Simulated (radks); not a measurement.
The numbers below are computed, except where a source is named.
Trend from Zr4+ to Cd4+: ionisation energy by Delta-SCF between NIST ground configurations, and size. Level of theory: scalar-relativistic Kohn-Sham, PBE, spin-polarised, spherical densities, point nucleus; open shells are filled with parallel spins first (spin-orbit coupling, left out, can overturn this in heavy ions) (a radial shooting solver on a logarithmic mesh with Libxc functionals).

species  configuration  IE (eV)  NIST (eV)       kind  -e(HOMO) (eV)  outermost  <r> outermost (bohr)
Zr4+              [Kr]   80.633      80.35  semi-emp.    72.801 (4p)         4p                  1.32
Nb4+          [Kr] 4d1   50.535     50.573       exp.    43.874 (4d)         4d                  1.61
Mo4+          [Kr] 4d2   54.148      54.42  semi-emp.    47.141 (4d)         4d                  1.51
Tc4+          [Kr] 4d3   57.622         57     theory    50.288 (4d)         4d                  1.43
Ru4+          [Kr] 4d4   60.993         59     theory    53.347 (4d)         4d                  1.36
Rh4+          [Kr] 4d5   64.286         63     theory    56.336 (4d)         4d                  1.30
Pd4+          [Kr] 4d6   63.044         61     theory    55.189 (4d)         4d                  1.26
Ag4+          [Kr] 4d7   66.635         65     theory    58.440 (4d)         4d                  1.20
Cd4+          [Kr] 4d8   70.107         68     theory    61.592 (4d)         4d                  1.15

Reference values: NIST Atomic Spectra Database (exp. = measured, semi-emp. = semi-empirical, theory = theoretical value adopted there). Open shells are spherical and high-spin; term and fine-structure splittings are not resolved.
